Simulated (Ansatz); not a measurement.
`FCCBS` + `[CH3][GaH][NH2]` → `[CH3][GaH][NH]CF` + `CBS`  (substitution at a C–C bond)

Calculated with Ansatz (gas phase, PBE0-D4/def2-TZVP geometries, no zero-point term in ΔE). CBS: MP2 limit from def2 TZ/QZ plus the TZ coupled-cluster correction, frozen cores. Functionals use def2-TZVPP. B3LYP here is the variant with VWN-RPA as its local correlation; programs differ in this. For Ga outer-core shells are correlated without core-valence functions, which leaves a few kJ/mol of doubt a bond. Scalar relativity is left out up to krypton. One conformer a species, not always the lowest.

```
             level  ΔE (kcal/mol)
           ωB97X-V           -1.5
             B3LYP           -1.9
CCSD(T)/def2-TZVPP           -1.0
    CCSD/CBS(def2)           -0.3
```

(1) What does CCSD(T)/CBS give? (An estimate is asked.)

Largest T1 diagnostic among the species: 0.013.

## Answers

(1) The calculation gave: -0.5 kcal/mol. The listed levels differ from it by -1.0, -1.4, -0.5, 0.2 kcal/mol.
